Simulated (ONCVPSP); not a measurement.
## Transferability test, ONCV potential for Hf (Z = 72)

- Element: Hf (Z = 72)
- Generator: ONCVPSP 4.0.1
- Type: optimised norm-conserving Vanderbilt (ONCV)
- Functional: LDA (Perdew-Wang 92)
- Relativity: scalar-relativistic
- Frozen core: [Xe] 4f14
- Valence charge: 4
- Reference configuration: 5d2 6s1.75 6p0.25
- Partial waves: 6s: rc 2.65 bohr, ncon 3, nbas 7, qcut 2.5 1/bohr, 1 projector; 6p: rc 4.00 bohr, ncon 4, nbas 8, qcut 2.1 1/bohr, 2 projectors, debl 2.5 Ha; 5d: rc 3.20 bohr, ncon 4, nbas 9, qcut 5.1 1/bohr, 2 projectors, debl 1.1 Ha
- Local potential: polynomial inside 2.40 bohr (lpopt 1, dvloc0 2 Ha)
- Core correction: Teter function, fcfact 2, rcfact 1.2

Energies are relative to the spin-unpolarised reference configuration 5d2 6s1.75 6p0.25; without spin polarisation the order of configurations can differ from experiment.

```
valence configuration  charge  ΔE all-electron (eV)  error AE − PS (meV)
          5d2 6s2 6p0       0                -0.955                 +0.5
          5d2 6s1 6p0      +1                 7.236                 +4.6
          5d2 6s0 6p0      +2                21.731                  +46
          5d2 6s0 6p1      +1                12.028                  +26
```

Note: no bound ghost flagged; GHOST(+) flagged for p at 83.0 eV.
